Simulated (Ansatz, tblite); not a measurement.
Forces on [CrO3S]2- (CrSO₃²⁻) at its r2SCAN-D4/def2-SVPD geometry. Total charge -2; singlet.

The xTB rows come from tblite. A multiply charged anion in the gas phase is held together partly by the finite basis. The restricted singlet is unstable towards broken spin symmetry in Hartree–Fock (as tested in another run); at PBE0-D4/def2-TZVPD this wasn't settled. At PBE0-D4/def2-TZVPD the highest occupied level of the charge -2 singlet lies above zero (up to 3.10 eV). The electron is either unbound and held by the finite basis, or the level is raised by self-interaction error.

GFN1-xTB (tblite), largest force 1.71 eV/Å:

```xyz
5
positions Å, forces eV/Å
Cr    0.097    0.034    0.058    0.300    0.099    0.174
O     1.304   -0.999   -0.282   -1.277    0.907    0.224
O     0.514    1.533   -0.409   -0.546   -1.448    0.340
O    -0.198    0.022    1.656    0.116   -0.043   -1.580
S    -1.716   -0.589   -1.023    1.406    0.485    0.841
```

GFN2-xTB (tblite), largest force 0.93 eV/Å:

```
Cr 0.768 0.261 0.455
O -0.539 0.059 -0.143
O -0.410 -0.369 -0.123
O -0.290 -0.114 -0.472
S 0.471 0.164 0.283
```

PBE0-D4/def2-TZVPD (Ansatz), largest force 0.60 eV/Å:

```
Cr 0.392 0.130 0.228
O -0.461 0.362 0.107
O -0.181 -0.549 0.149
O 0.074 -0.006 -0.592
S 0.176 0.064 0.108
```
